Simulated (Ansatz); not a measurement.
`[NH2][Ga]([NH2])[O][SiH3]` + `[OH][Ge][Cl]` → `[SiH3][O][Ge][Cl]` + `[NH2][Ga]([NH2])[OH]`  (ligand exchange at the Si–O bond)

Calculated with Ansatz (gas phase, PBE0-D4/def2-TZVP geometries, no zero-point term in ΔE). CCSD(T)/CBS adds triple-zeta CCSD(T) − MP2 to the extrapolated MP2 energy (def2 sets, frozen cores). DFT in def2-TZVPP. B3LYP here is the variant with VWN-RPA as its local correlation; programs differ in this. For Ga, Ge outer-core shells are correlated without core-valence functions, which leaves a few kJ/mol of doubt a bond. Scalar relativity is left out up to krypton. Each species was taken in one conformer, which may not be the lowest.

```csv
level,ΔE (kJ/mol),difference from CCSD(T)/CBS
revPBE-D4,10.6,0.7
BLYP-D4,9.7,-0.2
B97M-V,14.2,4.3
PBE0-D4,12.7,2.8
B3LYP-D4,11.2,1.3
CAM-B3LYP-D4,13.1,3.2
B3LYP,12.6,2.7
r2SCANh,13.4,3.5
r2SCAN0,13.8,3.9
CAM-B3LYP,13.6,3.7
LC-ωPBE,14.1,4.2
MP2/def2-SVP,11.2,1.3
HF/def2-TZVPP,15.3,5.4
SCS-MP2/def2-TZVPP,11.6,1.7
SCS-MP2/def2-QZVPP,10.6,0.7
CCSD/CBS(def2),10.6,0.7
CCSD(T)/CBS,9.9,0
```

Largest T1 diagnostic among the species: 0.014.

Leaving LDA and LC-ωPBE aside and taking each functional with its dispersion term where it has one, the values spread over 4.5 kJ/mol, from BLYP-D4 to B97M-V. In def2-TZVPP, CCSD(T) changes the Hartree–Fock value by −3.6 kJ/mol (the triples alone add −0.7 kJ/mol) and MP2 by −4.4 kJ/mol.

CCSD(T)/CBS has its own doubt, a few kJ/mol and more with outer-core shells, so smaller differences from it don't rank the levels.
